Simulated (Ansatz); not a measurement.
Cartesian coordinates in Å:
```
C 1.986 -0.525 0.700
O 0.730 -0.189 0.252
Mg -0.883 0.236 -0.313
N -2.606 0.689 -0.918
H 1.946 -1.257 1.521
H 2.535 0.351 1.076
H 2.599 -0.970 -0.098
H -3.114 0.243 -1.666
H -3.194 1.423 -0.553
```

Total charge 0; spin multiplicity 1.

List the CAM-B3LYP/def2-TZVPP orbital energies in eV (Ansatz). (Estimate.)

Ansatz gave: Occupied: -1275.57, -520.84, -389.73, -279.27, -86.15, -52.04, -52.00, -51.84, -27.97, -23.45, -19.47, -13.69, -13.50, -13.22, -13.22, -11.09, -8.53, -8.52, -7.79. Lowest empty: -0.19, 1.31, 1.75, 2.36, 2.90, 3.96, 3.99, 4.16.
